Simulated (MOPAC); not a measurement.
MOPAC input (MNDO):

```
MNDO 1SCF CHARGE=-1 GEO-OK AUX(PRECISION=9) THREADS=1
HBI

B    -1.03929900 1   -1.88543600 1    0.43995800 1
H    -1.94445200 1   -1.63127500 1   -0.36109000 1
I     0.13473500 1    0.20865000 1   -0.03469200 1
```

Output:

```
 *******************************************************************************
 **                                                                           **
 **                              MOPAC v23.2.5                                **
 **                                                                           **
 *******************************************************************************
 ** MOPAC's Digital Object Identifier: https://doi.org/10.5281/zenodo.6511958 **
 **                                                                           **
 ** Please cite the open-source release paper for use of this MOPAC version:  **
 ** J. E. Moussa and J. J. P. Stewart (2026)                                  **
 ** MOPAC: An open-source semiempirical molecular orbital program             **
 ** J. Open Source Softw., 11(119), 8025, https://doi.org/10.21105/joss.08025 **
 *******************************************************************************

                              MNDO CALCULATION RESULTS

 *******************************************************************************
 *  MNDO       - The MNDO Hamiltonian to be used
 *  GEO-OK     - OVERRIDE INTERATOMIC DISTANCE AND OTHER SAFETY CHECKS
 *
 *
 *
 *                 CHARGE ON SYSTEM = -1
 *
 *
 *
 *  1SCF       - DO 1 SCF AND THEN STOP
 *  AUX        - OUTPUT AUXILIARY INFORMATION
 *******************************************************************************
MNDO 1SCF CHARGE=-1 GEO-OK AUX(PRECISION=9) THREADS=1
 HBI

   ATOM   CHEMICAL          X               Y               Z
  NUMBER   SYMBOL      (ANGSTROMS)     (ANGSTROMS)     (ANGSTROMS)

     1       B         -1.03929900  *  -1.88543600  *   0.43995800  *
     2       H         -1.94445200  *  -1.63127500  *  -0.36109000  *
     3       I          0.13473500  *   0.20865000  *  -0.03469200  *

          CARTESIAN COORDINATES

    NO.       ATOM           X           Y           Z

     1         B         -1.0393     -1.8854      0.4400
     2         H         -1.9445     -1.6313     -0.3611
     3         I          0.1347      0.2087     -0.0347

  H: (MNDO): M.J.S. DEWAR, W. THIEL, J. AM. CHEM. SOC., 99, 4899, (1977)
  B: (MNDO): M.J.S. DEWAR, M.L. MCKEE, J. AM. CHEM. SOC., 99, 5231, (1977)
  I: (MNDO): M.J.S.DEWAR, E.F. HEALY, J.J.P. STEWART, J.COMP.CHEM., 5,358,(1984)

           Empirical Formula: H B I  =     3 atoms

      MOLECULAR POINT GROUP   :   Cs

      RHF CALCULATION, NO. OF DOUBLY OCCUPIED LEVELS = 6

 -------------------------------------------------------------------------------
 MNDO 1SCF CHARGE=-1 GEO-OK AUX(PRECISION=9) THREADS=1
 HBI

     1SCF WAS SPECIFIED, SO BFGS WAS NOT USED
     SCF FIELD WAS ACHIEVED

                              MNDO CALCULATION
                                                       MOPAC v23.2.5 Linux

          FINAL HEAT OF FORMATION =         24.23705 KCAL/MOL =     101.40782 KJ/MOL

          COSMO AREA              =         94.59 SQUARE ANGSTROMS
          COSMO VOLUME            =         79.63 CUBIC ANGSTROMS

          IONIZATION POTENTIAL    =          3.012691 EV
          HOMO LUMO ENERGIES (EV) =         -3.013  7.334
          NO. OF FILLED LEVELS    =          6
          MOLECULAR WEIGHT        =        138.7224         POINT GROUP:  Cs

          MOLECULAR DIMENSIONS (Angstroms)

            Atom       Atom       Distance
            I     3    H     2     2.79551
            B     1    I     3     1.07992
            B     1    H     2     0.00000

          SCF CALCULATIONS        =          1

   ATOM   CHEMICAL          X               Y               Z
  NUMBER   SYMBOL      (ANGSTROMS)     (ANGSTROMS)     (ANGSTROMS)

     1       B         -1.03929900  *  -1.88543600  *   0.43995800  *
     2       H         -1.94445200  *  -1.63127500  *  -0.36109000  *
     3       I          0.13473500  *   0.20865000  *  -0.03469200  *

                             CARTESIAN COORDINATES

   1    B       -1.039299000    -1.885436000     0.439958000
   2    H       -1.944452000    -1.631275000    -0.361090000
   3    I        0.134735000     0.208650000    -0.034692000

           Empirical Formula: H B I  =     3 atoms

      MOLECULAR POINT GROUP   :   Cs

                  EIGENVALUES
 -17.65500 -12.10309  -4.99686  -3.61237  -3.53343  -3.01269   7.33405   8.42257
  11.06766

              NET ATOMIC CHARGES AND DIPOLE CONTRIBUTIONS

  ATOM NO.   TYPE          CHARGE      No. of ELECS.   s-Pop       p-Pop
    1          B          -0.006879        3.0069     1.90418     1.10269
    2          H          -0.362138        1.3621     1.36214
    3          I          -0.630983        7.6310     1.97498     5.65600
 DIPOLE           X         Y         Z       TOTAL
 POINT-CHG.     3.143     2.422     0.718     4.032
 HYBRID        -1.004     0.533    -1.045     1.544
 SUM            2.139     2.955    -0.327     3.662

          ATOMIC ORBITAL ELECTRON POPULATIONS

     Atom    s        px        py        pz
    1  B   1.90418   0.43087   0.32552   0.34631
    2  H   1.36214
    3  I   1.97498   1.91740   1.76426   1.97434

 **********************
 *                    *
 * JOB ENDED NORMALLY *
 *                    *
 **********************

 == MOPAC DONE ==
```

The dipole moment of an ion depends on the origin.

The geometry given is a B3LYP-D3(BJ)/def2-TZVP minimum.
